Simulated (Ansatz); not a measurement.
Program: Ansatz 0.2.0.

Basis-set series for `C[CH](C)[Ga]([CH](C)C)[CH](C)C`. The species carries charge 0 and has multiplicity 1. The structure was optimised at the PBE0-D4/def2-TZVP level. It is one conformer, not always the lowest.

```tsv
functional	basis	functions	energy (Eh)	HOMO (eV)	LUMO (eV)
PBE0-D4	def2-TZVPP	621	-2279.90613	-6.43	-0.67
PBE0-D4	def2-QZVPP	1232	-2279.96963	-6.44	-0.73
ωB97M-V	def2-TZVPP	621	-2280.25900	-8.59	0.92
ωB97M-V	def2-QZVPP	1232	-2280.32105	-8.60	0.73
```

**Question.** Give the rows for def2-SVP. (An estimate is asked.)

**Answer.** The calculation gave: 
| functional | basis | functions | energy (Eh) | HOMO (eV) | LUMO (eV) |
| --- | --- | --- | --- | --- | --- |
| PBE0-D4 | def2-SVP | 263 | -2279.27748 | -6.40 | -0.60 |
| ωB97M-V | def2-SVP | 263 | -2279.60592 | -8.57 | 1.05 |

Positive LUMOs are unbound and depend on the basis. Scalar relativity is left out up to krypton.
